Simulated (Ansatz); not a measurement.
`[CH3][In]([CH3])[I]` + H–F → `[CH3][In]([F])[I]` + CH₄ at 600 K and 1 bar (ligand exchange at the In–C bond).

Isolated molecules relaxed with PBE0-D4/def2-TZVP in Ansatz; ΔE leaves out vibrations. CCSD(T)/CBS is the MP2 limit (def2-TZVPP, def2-QZVPP) plus CCSD(T) − MP2 in def2-TZVPP, frozen cores. This one scheme is used for every species. def2 core potentials past Kr. For I, In outer-core shells are correlated without core-valence functions, which leaves a few kJ/mol of doubt a bond.

```csv
species,CCSD(T)/CBS energy (Eh),H − E (kJ/mol),S (J/(mol·K))
`[CH3][In]([CH3])[I]`,-567.03214,251.1,502.4
H–F,-100.39570,42.3,194.0
`[CH3][In]([F])[I]`,-626.99744,151.9,458.3
CH₄,-40.46206,140.4,215.7
```

H − E and S are ideal-gas, rigid-rotor, harmonic terms from PBE0-D4/def2-TZVP. 1 Eh = 2625.50 kJ/mol, R = 8.31446 J/(mol·K).

By hand: ΔE, ΔH, ΔS and ΔG.

ΔE = (-626.99744) + (-40.46206) − (-567.03214) − (-100.39570) = -0.03166 Eh = -83.1 kJ/mol. Δ(H − E) = 151.9 + 140.4 − 251.1 − 42.3 = -1.1, so ΔH = -84.2 kJ/mol. ΔS = 458.3 + 215.7 − 502.4 − 194.0 = -22.4 J/(mol·K). ΔG = -84.2 − 600 × (-22.4)/1000 = -70.8 kJ/mol.

By hand: the equilibrium constant, and the temperature at which ΔG would vanish if ΔH and ΔS stayed fixed.

log₁₀ K = −ΔG/(RT ln 10) = 6.2. ΔG = 0 at ΔH/ΔS = 3759 K, far beyond where these terms or the molecules hold.

ΔH outweighs TΔS. A doubt of 5 kJ/mol in ΔE shifts log₁₀ K by 0.4 here. Modes under 60 cm⁻¹, often nearly free rotors, make the harmonic entropy too high. These are equilibria of isolated gas molecules and say nothing of rates. Largest T1 diagnostic: 0.013 (customary marks: 0.02 for closed shells, 0.045 for open ones).
